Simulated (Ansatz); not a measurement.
`[CH3][Zn][Si@@H]([SiH3])[C@H](C)[SiH3]`, relaxed with RKS PBE0-D4/def2-TZVP in Ansatz 0.2.0 from a GFN2-xTB geometry. The force threshold is 0.005 eV/Å; the program also tests the step.

The species carries charge 0 and has multiplicity 1.

Start:

```xyz
21

C     2.990   -2.199   -0.057
Zn    1.343   -1.219    0.752
Si   -0.747   -0.091    1.235
Si   -1.075    1.850    2.472
C    -1.186    0.291   -0.614
C    -1.216   -1.015   -1.402
Si    0.021    1.518   -1.408
H     3.927   -1.961    0.440
H     3.109   -1.921   -1.104
H     2.888   -3.283   -0.029
H    -1.864   -1.004    1.621
H     0.128    2.687    2.507
H    -1.388    1.524    3.865
H    -2.161    2.706    1.989
H    -2.191    0.725   -0.652
H    -0.231   -1.499   -1.388
H    -1.935   -1.714   -0.974
H    -1.488   -0.852   -2.445
H    -0.235    1.667   -2.842
H     1.386    0.973   -1.223
H    -0.077    2.818   -0.745
```

```
step  energy (eV)  largest force (eV/Å)  largest move (Å)
   1  -75373.4139                 1.009             0.000
   2  -75373.6298                 0.335             0.190
   3  -75373.6740                 0.121             0.087
   4  -75373.6992                 0.090             0.200
   5  -75373.7163                 0.173             0.193
   6  -75373.7245                 0.244             0.134
   7  -75373.7320                 0.194             0.131
   8  -75373.7330                 0.166             0.180
   9  -75373.7383                 0.093             0.049
  10  -75373.7409                 0.030             0.059
  11  -75373.7414                 0.018             0.022
  12  -75373.7416                 0.023             0.026
  13  -75373.7418                 0.015             0.036
  14  -75373.7418                 0.009             0.019
  15  -75373.7419                 0.012             0.014
  16  -75373.7419                 0.013             0.015
  17  -75373.7419                 0.005             0.005
  18  -75373.7419                 0.005             0.011
  19  -75373.7420                 0.006             0.017
  20  -75373.7420                 0.009             0.033
  21  -75373.7420                 0.008             0.011
  22  -75373.7420                 0.005             0.012
  23  -75373.7420                 0.003             0.011
```

End:

```xyz
21

C     3.181   -2.054    0.570
Zn    1.410   -1.245    0.721
Si   -0.739   -0.233    0.904
Si   -0.678    1.569    2.400
C    -1.381    0.330   -0.797
C    -1.639   -0.868   -1.718
Si   -0.171    1.531   -1.569
H     3.865   -1.637    1.314
H     3.607   -1.870   -0.419
H     3.134   -3.135    0.723
H    -1.745   -1.189    1.469
H     0.471    2.475    2.122
H    -0.521    1.057    3.790
H    -1.923    2.389    2.346
H    -2.317    0.875   -0.623
H    -0.714   -1.416   -1.929
H    -2.337   -1.579   -1.267
H    -2.057   -0.558   -2.680
H    -0.600    1.933   -2.938
H     1.165    0.871   -1.683
H    -0.011    2.755   -0.738
```

Hardware: 5 threads of an AMD EPYC 7R13 on a shared host and a share of an NVIDIA H100 80 GB. Wall time 98 s, peak host memory 1.1 GiB.
